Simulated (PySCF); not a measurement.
## Relaxation of triplet HfF(OH)

Method: UPBE0/[Hf def2-TZVP with ECP60, F def2-TZVP, O def2-TZVP, H def2-TZVP], scalar-relativistic core potentials, density fitting, no spin–orbit coupling, PySCF. A (50,194) grid was used.

A hand-made linear (heavy-atom frame) start, of Cs symmetry, held to at least that symmetry:

```xyz
4
charge 0 multiplicity 3, angstrom
Hf   -0.0034    0.0000   -0.0179
F    -0.0034    0.0000    2.1421
O    -0.0034    0.0000   -2.1679
H     0.7320    0.0000   -2.7850
```

Optimiser trace:
| step | E − E(last) (kJ/mol) | largest gradient (Eh/bohr) |
| --- | --- | --- |
| 0 | 95.05 | 0.06364 |
| 1 | 31.84 | 0.03067 |
| 2 | 20.23 | 0.03143 |
| 3 | 13.12 | 0.00962 |
| 4 | 9.19 | 0.00886 |
| 5 | 5.96 | 0.02046 |
| 6 | 2.22 | 0.00663 |
| 7 | 1.54 | 0.00254 |
| 8 | 1.18 | 0.00473 |
| 9 | 1.12 | 0.00082 |
| 10 | 1.06 | 0.00115 |
| 11 | 1.03 | 0.00902 |
| 12 | 0.49 | 0.00385 |
| 13 | 0.23 | 0.00365 |
| 14 | 0.23 | 0.00555 |
| 15 | 0.03 | 0.00086 |
| 16 | 0.01 | 0.00074 |
| 17 | 0.00 | 0.00062 |
| 18 | 0.00 | 0.00033 |
| 19 | 0.00 | 0.00002 |

It ends at Cs with Hf–F 1.927 Å, Hf–O 1.926 Å, O–H 0.953 Å; F–Hf–O 145.6°, H–O–Hf 160.8° (after a last refinement on a finer grid). A frequency run shows a minimum. Other isomers or separated fragments may lie lower.

Final geometry:
Z-matrix (Å, degrees; charge 0 multiplicity 3):
```
Hf
F  1 1.9274
O  1 1.9264 2 145.60
H  3 0.9527 1 160.75 2 0.00
```

With open d or f shells other occupations or spin states may lie lower. At this level a broken-symmetry Ms = 0 minimum of Cs symmetry lies 42 kJ/mol below this structure. With an element this heavy the missing spin–orbit coupling can shift these numbers.
